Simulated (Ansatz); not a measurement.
```yaml
crystal:
  periodic: [false, false, false]
  atoms:
    - {symbol: Si, position_ang: [0.911196, 0.902899, 2.725918]}
    - {symbol: N, position_ang: [-0.308588, 0.094064, 1.790338]}
    - {symbol: Si, position_ang: [-1.749613, -0.426525, 2.597889]}
    - {symbol: Al, position_ang: [-0.049858, -0.045704, 0.032504]}
    - {symbol: N, position_ang: [1.110268, 1.084118, -0.741331]}
    - {symbol: Si, position_ang: [2.586336, 0.446173, -1.375658]}
    - {symbol: Si, position_ang: [0.703248, 2.762191, -0.820947]}
    - {symbol: N, position_ang: [-0.873550, -1.239298, -1.003660]}
    - {symbol: Si, position_ang: [-0.937646, -0.922189, -2.710221]}
    - {symbol: Si, position_ang: [-1.508855, -2.742947, -0.424729]}
    - {symbol: H, position_ang: [0.692486, 0.589573, 4.164522]}
    - {symbol: H, position_ang: [2.266303, 0.435713, 2.327683]}
    - {symbol: H, position_ang: [0.863591, 2.380162, 2.552463]}
    - {symbol: H, position_ang: [-1.514326, -1.608973, 3.468095]}
    - {symbol: H, position_ang: [-2.770274, -0.777745, 1.573347]}
    - {symbol: H, position_ang: [-2.288248, 0.670416, 3.448204]}
    - {symbol: H, position_ang: [2.589441, -1.018124, -1.091164]}
    - {symbol: H, position_ang: [3.770271, 1.063701, -0.719177]}
    - {symbol: H, position_ang: [2.709037, 0.656364, -2.842863]}
    - {symbol: H, position_ang: [-0.649265, 2.915249, -0.210782]}
    - {symbol: H, position_ang: [1.669986, 3.614707, -0.079036]}
    - {symbol: h, position_ang: [0.650303, 3.240415, -2.228905]}
    - {symbol: H, position_ang: [0.369494, -1.171148, -3.376596]}
    - {symbol: H, position_ang: [-1.957203, -1.817520, -3.322137]}
    - {symbol: H, position_ang: [-1.320601, 0.493187, -2.961722]}
    - {symbol: H, position_ang: [-1.054266, -2.944339, 0.978011]}
    - {symbol: H, position_ang: [-2.994863, -2.779807, -0.459210]}
    - {symbol: H, position_ang: [-1.001302, -3.870013, -1.254538]}
basis:
  gaussian: {orbitals: aug-cc-pVDZ}
total_charge: 1
magnetization: {spin_polarized: true, initial_magnetization: 1}
hamiltonian: {xc: {name: B3LYP5}}
output: {forces: true}
```

```sh
$ ansatz run in.yaml --threads 4 --pin off --events-out ev --progress --plain --max-ram 66560MiB --backend cpu
```

How does Ansatz answer? (Estimate.)

Ansatz gave: The program refused the input.
```
Error: YAML parse error: error: line 25 column 16: `h` is not an element symbol (H … Og, case-exact)
23 |     - {symbol: H, position_ang: [-0.649265, 2.915249, -0.210782]}
24 |     - {symbol: H, position_ang: [1.669986, 3.614707, -0.079036]}
25 |     - {symbol: h, position_ang: [0.650303, 3.240415, -2.228905]}
26 |     - {symbol: H, position_ang: [0.369494, -1.171148, -3.376596]}
27 |     - {symbol: H, position_ang: [-1.957203, -1.817520, -3.322137]}
```

B3LYP here is the variant with VWN-RPA as its local correlation; programs differ in this.
